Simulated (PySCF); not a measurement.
Cl2HOTi, SMILES [OH][Ti+]([Cl])[Cl], charge +1, multiplicity 1. Geometry: PBE-D3(BJ)/def2-SVP. The spin state was assumed, not searched. The isomer is the one that the SMILES or the coordinates give; other isomers of the formula were not compared. One conformer was computed; it need not be the lowest.

All values below come from PBE-D3(BJ)/def2-SVP (PySCF 2.14.0).

Harmonic wavenumbers (cm⁻¹): 126, 156, 177, 253, 452, 479, 530, 896, 3652. Rotational constants (GHz): 4.182, 2.228, 1.573; symmetry number 1.

Task: Work out the zero-point energy and the ideal-gas rigid-rotor harmonic-oscillator thermochemistry at 298.15 K and 1 atm.

Result: ZPE = ½ Σ hcν = ½ × 6721 cm⁻¹ = 40.20 kJ/mol. H − E(el) = 58.41 kJ/mol. Entropy in J/(mol K): translation 169.99, rotation 115.00, vibration 49.80, total 334.79. G − E(el) = -41.41 kJ/mol. Cp = 82.60 J/(mol K). Modes under 150 cm⁻¹ make the vibrational entropy uncertain.
